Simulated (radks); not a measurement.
Values are calculated unless marked as measured or tabulated.
Neutral terbium inside a hard spherical wall (all orbitals vanish at R), configuration held at [Xe] 4f9 6s2 and not refilled when levels cross. Code: a radial shooting solver on a logarithmic mesh with Libxc functionals. Model: scalar-relativistic Kohn-Sham, PBE, spin-unpolarised, spherical densities, point nucleus. Eigenvalues in eV, with the zero of energy where the potential of the charges vanishes at infinity; a dash marks a level that is unbound or too diffuse for the functional's potential to be trusted. A positive occupied level is held by the wall or, in an anion where self-interaction has pushed it up, behind a barrier. The pressure on the wall is -dE/dV.

| R (bohr) | E (hartree) | kinetic (hartree) | e(5s) | e(5p) | e(6s) | e(4f) | e(5d, empty) | e(6p, empty) | pressure (GPa) |
|---|---|---|---|---|---|---|---|---|---|
| free | -11708.9410 | 12603.499 | -47.486 | -24.831 | -3.705 | -3.031 | -1.301 | -1.172 | 0 |
| 20 | -11708.9410 | 12603.499 | -47.486 | -24.831 | -3.705 | -3.031 | -1.301 | -1.171 | < 0.0001 |
| 12 | -11708.9406 | 12603.504 | -47.449 | -24.795 | -3.677 | -2.995 | -1.261 | -1.061 | 0.00642 |
| 10 | -11708.9382 | 12603.523 | -47.310 | -24.657 | -3.566 | -2.859 | -1.126 | -0.791 | 0.0619 |
| 8 | -11708.9229 | 12603.618 | -46.787 | -24.143 | -3.080 | -2.346 | -0.622 | 0.140 | 0.609 |
| 6 | -11708.8264 | 12604.050 | -45.152 | -22.560 | -0.968 | -0.717 | 1.093 | 3.635 | 7.00 |
| 5 | -11708.6387 | 12604.771 | -43.347 | -20.853 | 2.346 | 1.155 | 3.238 | 8.678 | 28.6 |
| 3.5 | -11707.2468 | 12610.009 | -36.140 | -13.879 | 21.682 | 9.392 | 13.197 | 34.751 | 437 |
| 3 | -11705.4465 | 12616.688 | -29.798 | -7.179 | 42.294 | 17.087 | 22.799 | 60.006 | 1410 |
| 2.5 | -11700.8538 | 12632.807 | -17.073 | 7.248 | 86.717 | 32.090 | 42.839 | 111.36 | 5480 |
| 2 | -11687.3049 | 12676.488 | 13.921 | 43.735 | 193.24 | 63.411 | 91.032 | 228.68 | 27200 |
